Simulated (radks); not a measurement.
The numbers below are computed, except where a source is named.
Question: Ionisation ladder of holmium, from Ho XLV to Ho LXVI. Each ion is in the ground configuration listed by NIST, and IE = E(next ion) - E(this ion). Level of theory: Dirac Kohn-Sham, BLYP, spin-unpolarised, spherical densities, finite nucleus; open shells fill j = l - 1/2 first; Fermi nuclear charge, rms radius 5.2022 fm (a radial shooting solver on a logarithmic mesh with Libxc functionals).

| species | configuration | IE, Delta-SCF (eV) | -e(HOMO) (eV) | HOMO | <r> HOMO (bohr) |
|---|---|---|---|---|---|
| Ho XLV | [Ar] 3d5 | 3593.6 | 3534.4 | 3d5/2 | 0.194 |
| Ho XLVI | [Ar] 3d4 | 3761.6 | 3700.6 | 3d3/2 | 0.189 |
| Ho XLVII | [Ar] 3d3 | 3884.3 | 3822.7 | 3d3/2 | 0.187 |
| Ho XLVIII | [Ar] 3d2 | 4008.5 | 3946.2 | 3d3/2 | 0.186 |
| Ho XLIX | [Ar] 3d1 | 4133.9 | 4071.0 | 3d3/2 | 0.184 |
| Ho L | [Ar] | ? | 4422.6 | 3p3/2 | 0.212 |
| Ho LI | [Ne] 3s2 3p5 | 4586.8 | 4531.9 | 3p3/2 | 0.211 |
| Ho LII | [Ne] 3s2 3p4 | ? | 4641.8 | 3p3/2 | 0.210 |
| Ho LIII | [Ne] 3s2 3p3 | 4807.4 | 4752.1 | 3p3/2 | 0.208 |
| Ho LIV | [Ne] 3s2 3p2 | 5151.9 | 5093.5 | 3p1/2 | 0.197 |
| Ho LV | [Ne] 3s2 3p1 | 5268.6 | 5210.2 | 3p1/2 | 0.196 |
| Ho LVI | [Ne] 3s2 | ? | 5462.0 | 3s1/2 | 0.207 |
| Ho LVII | [Ne] 3s1 | 5621.4 | 5569.1 | 3s1/2 | 0.206 |
| Ho LVIII | [Ne] | 12521.0 | 12371.7 | 2p3/2 | 0.0783 |
| Ho LIX | [He] 2s2 2p5 | ? | 12670.6 | 2p3/2 | 0.0778 |
| Ho LX | [He] 2s2 2p4 | 13122.4 | 12971.4 | 2p3/2 | 0.0773 |
| Ho LXI | [He] 2s2 2p3 | 13425.4 | 13273.7 | 2p3/2 | 0.0768 |
| Ho LXII | [He] 2s2 2p2 | 14688.1 | 14521.6 | 2p1/2 | 0.0697 |
| Ho LXIII | [He] 2s2 2p1 | 15020.9 | 14854.7 | 2p1/2 | 0.0692 |
| Ho LXIV | [He] 2s2 | 15503.3 | 15370.1 | 2s1/2 | 0.0834 |
| Ho LXV | [He] 2s1 | 15758.7 | 15634.8 | 2s1/2 | 0.0831 |
| Ho LXVI | [He] | 64077 | 63518 | 1s1/2 | 0.0206 |

Estimate the withheld Delta-SCF values.

Answer: Ho L: 4477.2 eV (NIST 4469); Ho LII: 4696.9 eV (NIST 4693); Ho LVI: 5515.7 eV (NIST 5494); Ho LIX: 12820.8 eV (NIST 12790).

Beside tabulated values, note that spin-unpolarised runs miss the spin-polarisation part of the exchange energy of open shells.
